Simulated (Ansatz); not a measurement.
Start from `CB1N[SiH2]1` and change one atom or group to get `C[SiH2]B1N[SiH2]1`.

Ansatz, PBE0-D4/def2-TZVP geometries, multiplicity 1. Each molecule was computed in one conformer, which needn't be the lowest.

```json
{"property": "size of the dipole moment (ωB97M-V/def2-TZVPP) / D", "`CB1N[SiH2]1`": "1.16"}
{"property": "LUMO energy (PBE/def2-TZVPP) / eV", "`CB1N[SiH2]1`": "-0.87"}
{"property": "size of the dipole moment (B3LYP/def2-TZVPP) / D", "`CB1N[SiH2]1`": "1.12"}
{"property": "LUMO energy (ωB97M-V/def2-TZVPP) / eV", "`CB1N[SiH2]1`": "1.58"}
{"property": "LUMO energy (PBE0/def2-TZVPP) / eV", "`CB1N[SiH2]1`": "-0.04"}
{"property": "size of the dipole moment (PBE/def2-TZVPP) / D", "`CB1N[SiH2]1`": "1.26"}
```

What does the change do to each property? (An estimate is asked.)

The calculation gave: 
```
                                          property  `C[SiH2]B1N[SiH2]1`  shift
size of the dipole moment (ωB97M-V/def2-TZVPP) / D                 1.82   0.66
                 LUMO energy (PBE/def2-TZVPP) / eV                -1.72  -0.85
  size of the dipole moment (B3LYP/def2-TZVPP) / D                 1.78   0.66
             LUMO energy (ωB97M-V/def2-TZVPP) / eV                 1.21  -0.37
                LUMO energy (PBE0/def2-TZVPP) / eV                -0.77  -0.73
    size of the dipole moment (PBE/def2-TZVPP) / D                 1.93   0.67
```

With PBE0 the HOMO rises by 0.06 eV and the LUMO falls by 0.73 eV, so the gap narrows by about 0.79 eV. PBE moves the HOMO by 0.02 eV and ωB97M-V by 0.11 eV. Dipoles are sizes alone; their direction can turn.

B3LYP here is the variant with VWN-RPA as its local correlation; programs differ in this.
